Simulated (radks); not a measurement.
Valence configurations of the argon ion Ar3+ (all share [Ne]). Calculated with a radial shooting solver on a logarithmic mesh with Libxc functionals: Dirac Kohn-Sham, PBE, spin-unpolarised, spherical densities, point nucleus; open shells fill j = l - 1/2 first. Energies are relative to 3s2 3p3; eigenvalues in eV.

valence	E (eV)	e(3p1/2)	e(3p3/2)	e(3s1/2)
3s2 3p3	0.000	-50.075	-49.826	-65.553
3p5	31.528	-51.060	-50.807	-
3s1 3p4	15.745	-50.575	-50.324	-66.088
3s1.5 3p3.5	7.868	-50.327	-50.077	-65.823
3s0.5 3p4.5	23.632	-50.819	-50.568	-66.350

NIST lists [Ne] 3s2 3p3 as the ground configuration; this level of theory agrees among the configurations tried. The energies are those of spherical spin-averaged densities, not of single terms.
